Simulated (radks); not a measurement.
Problem. The mean radii <r> (bohr) of the occupied orbitals of an atom or ion are listed with their occupations. All-electron calculation, Dirac Kohn-Sham, BLYP, spin-unpolarised, spherical densities, finite nucleus; Fermi nuclear charge, rms radius of each element as measured or else 0.836 A^(1/3) + 0.57 fm. Program: a radial shooting solver on a logarithmic mesh with Libxc functionals.

| orbital | occ. | <r> |
|---|---|---|
| 1s1/2 | 2 | 0.06090 |
| 2s1/2 | 2 | 0.2793 |
| 2p1/2 | 2 | 0.2451 |
| 2p3/2 | 4 | 0.2480 |
| 3s1/2 | 2 | 0.8332 |
| 3p1/2 | 2 | 0.8658 |
| 3p3/2 | 4 | 0.8736 |
| 3d3/2 | 1.2 | 0.9690 |
| 3d5/2 | 1.8 | 0.9717 |

Name the element and its charge. Open shells, if any, are shared by 2j + 1.

Solution. Z = 25, manganese, charge +4: Mn4+ in [Ar] 3d3. The 1s radius gives Z: for a bare nucleus <r> = (2 gamma + 1)/(2Z) with gamma = sqrt(1 - (Z/c)^2), 0.05933 bohr for Z = 25, and screening makes it slightly larger (0.06090 here). The occupations add up to 21, and the charge is Z minus that.
